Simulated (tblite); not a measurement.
Input of a run (GFN2-xTB geometry optimisation, gas phase (tblite 0.8.0)), started from a force field or distance geometry:
```
{"job": {"kind": "relax", "xc": "GFN2-xTB", "basis": "xTB"}, "charge": 0, "multiplicity": 1}
C      3.056700     0.653700     0.279200
C      2.087000     0.071800    -0.169900
Si     0.631400    -0.820000    -0.801300
C     -0.859000     0.307300    -0.679500
Si    -1.763500     0.130700     0.931300
F     -2.594200    -1.313400     1.089100
H      3.905300     1.177600     0.651100
H      0.882100    -1.155000    -2.207600
H      0.388100    -2.037100     0.003200
H     -1.592200     0.158100    -1.512100
H     -0.517100     1.364900    -0.741200
H     -0.869800     0.259200     2.101600
H     -2.759200     1.202900     1.038300
```

Output (eV, eV/Å):
```
step      E/eV     max force
  0    -494.00258    2.249
  1    -494.04440    4.495
  2    -494.11196    1.516
  3    -494.14146    0.387
  4    -494.15431    0.333
  5    -494.17738    0.556
  6    -494.18843    0.399
  7    -494.19789    0.228
  8    -494.20234    0.222
  9    -494.20565    0.180
 10    -494.20772    0.134
 11    -494.20993    0.134
 12    -494.21222    0.144
 13    -494.21393    0.141
 14    -494.21490    0.094
 15    -494.21556    0.081
 16    -494.21624    0.075
 17    -494.21688    0.084
 18    -494.21735    0.074
 19    -494.21768    0.055
 20    -494.21801    0.055
 21    -494.21834    0.058
 22    -494.21861    0.045
 23    -494.21878    0.032
 24    -494.21891    0.037
 25    -494.21904    0.044
 26    -494.21917    0.033
 27    -494.21928    0.026
 28    -494.21939    0.030
 29    -494.21952    0.040
 30    -494.21971    0.055
 31    -494.21994    0.053
 32    -494.22015    0.034
 33    -494.22032    0.038
 34    -494.22053    0.050
 35    -494.22087    0.085
 36    -494.22137    0.099
 37    -494.22188    0.070
 38    -494.22217    0.046
 39    -494.22233    0.046
 40    -494.22251    0.054
 41    -494.22288    0.085
 42    -494.22346    0.098
 43    -494.22405    0.074
 44    -494.22446    0.059
 45    -494.22478    0.054
 46    -494.22516    0.072
 47    -494.22571    0.087
 48    -494.22630    0.072
 49    -494.22673    0.043
 50    -494.22699    0.043
 51    -494.22728    0.062
 52    -494.22776    0.081
 53    -494.22838    0.087
 54    -494.22875    0.073
 55    -494.22936    0.048
 56    -494.22974    0.058
 57    -494.23027    0.076
 58    -494.23118    0.102
 59    -494.23236    0.094
 60    -494.23336    0.087
 61    -494.23413    0.084
 62    -494.23485    0.079
 63    -494.23586    0.106
 64    -494.23653    0.154
 65    -494.23810    0.072
 66    -494.23857    0.060
 67    -494.23880    0.043
 68    -494.23899    0.050
 69    -494.23920    0.052
 70    -494.23950    0.054
 71    -494.23979    0.052
 72    -494.24001    0.031
 73    -494.24021    0.054
 74    -494.24044    0.042
 75    -494.24055    0.026
 76    -494.24059    0.018
 77    -494.24062    0.017
 78    -494.24064    0.016
 79    -494.24069    0.014
 80    -494.24074    0.016
 81    -494.24079    0.016
 82    -494.24082    0.018
 83    -494.24085    0.015
 84    -494.24088    0.015
 85    -494.24093    0.026
 86    -494.24099    0.041
 87    -494.24109    0.048
 88    -494.24119    0.035
 89    -494.24126    0.021
 90    -494.24131    0.021
 91    -494.24135    0.028
 92    -494.24139    0.029
 93    -494.24144    0.024
 94    -494.24150    0.026
 95    -494.24155    0.019
 96    -494.24158    0.013
 97    -494.24159    0.010
```

Problem. Summarise the run.

Solution. The energy falls by 23.1 kJ/mol over 97 L-BFGS steps, the largest force on an atom goes from 2.25 to 0.010 eV/Å, and the atoms move by 0.448 Å rms after alignment. The bond that changes most is Si5–F6 (fluorine-bound silicon to silicon-bound fluorine), which shortens by 0.059 Å. Bonds longer at the end by more than 0.005 Å: 3 of 12; shorter: 8. Among the angles that change most is H12–Si5–H13, from 106.8° to 113.8°. Among the dihedrals that turn most is H8–Si3–C4–H11, from -90° to -59°. The energy never rose by more than 1e-5 eV on the way. The first step brought 17 % of the lowering.

Problem. What are the final bond lengths?

Solution. C1≡C2 1.202 Å, C2–Si3 1.852 Å, Si3–C4 1.908 Å, C4–Si5 1.890 Å, Si5–F6 1.614 Å, C1–H7 1.053 Å, Si3–H8 1.471 Å, Si3–H9 1.465 Å, C4–H10 1.091 Å, C4–H11 1.090 Å, Si5–H12 1.455 Å, Si5–H13 1.458 Å. Numbering counts from 1 in the input's order; the species is `C#C[SiH2]C[SiH2]F`.

On one thread, Arm Neoverse N1 (aarch64), on a shared host, this took 0.88 s.

Its GFN2-xTB frequencies are all real (lowest 29 cm⁻¹). One conformer, not necessarily the lowest. 3 starts were optimised and ended at 0.00, 0.11 and 0.64 kcal/mol (GFN2-xTB); the lowest of these is shown.

The numbers are calculated, not measured.
